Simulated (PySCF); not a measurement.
## Static response to an electric field

Species: C4HN3.
Geometry (GFN2-xTB, Å), atoms numbered from 1 in this order:
```xyz
8
C4HN3 angstrom
N     -1.6267   -1.7666   -0.6875
C     -0.8914   -1.0258   -0.2307
C      0.0491   -0.0777    0.3508
C     -0.4784    1.2743    0.2255
N     -0.8914    2.3314    0.1251
C      1.3277   -0.1701   -0.3405
N      2.3270   -0.2417   -0.8831
H      0.1932   -0.3145    1.4159
```

Level: CAM-B3LYP/def2-SVPD (PySCF), static field, nuclei fixed, core orbitals frozen in the response. The polarisability tensor in these axes (au):

```
x   59.17  0.51 -2.31
y    0.51 58.63  3.79
z   -2.31  3.79 42.44
```

**Question.** Give the principal values, the mean and the anisotropy Δα = √{½[(α1 − α2)² + (α2 − α3)² + (α1 − α3)²]}.

**Answer.** Principal values 41.28, 59.48 and 59.48 au; mean 53.41 au = 7.92 Å³ = 8.81 × 10⁻⁴⁰ C²·m²/J; Δα = 18.20 au (34 % of the mean).

**Question.** What is the dipole moment, and where does it point?

**Answer.** (0.41, -0.68, 3.06) D, 3.16 D in size, pointing from the negative to the positive side. Measured along this direction, the outermost atoms are N1, N5 and N7 at the negative end and H8 at the positive end.

**Question.** Rayleigh depolarisation ratio (linearly polarised light, static tensor)?

**Answer.** ρ = 3Δα²/(45ᾱ² + 4Δα²) = 994.1/(128385 + 1325.5) = 0.00766.

**Question.** In a dilute gas of rigid molecules at 273 K, how does the orientational term μ²/3kT compare with the electronic polarisability?

**Answer.** In Gaussian units μ²/3kT = 88.43 Å³ against 7.92 Å³, a ratio of 11.17; the Debye molar polarisation (4π/3)N_A(α + μ²/3kT) is 243.0 cm³/mol, leaving out the vibrational part.

**Question.** Find the Langevin capture rate constant for H3+ (3.023 u) meeting this molecule (91.017 u), k = 2.342 × 10⁻⁹ cm³/s × √(α in Å³ / reduced mass in u).

**Answer.** The reduced mass is 2.93 u, so k = 3.85 × 10⁻⁹ cm³/s. The formula leaves out the permanent dipole, which adds to the capture rate.

**Question.** Traceless (Buckingham) quadrupole moment about the centre of nuclear charge: eigenvalues?

**Answer.** -7.09, -7.09, 14.19 D·Å. The values depend on the origin, since the dipole doesn't vanish. The electronic extent ⟨r²⟩ about the same centre is 696 bohr², a root-mean-square distance of 2.06 Å for the 46 electrons.

Isolated species at its GFN2-xTB geometry, gas phase.
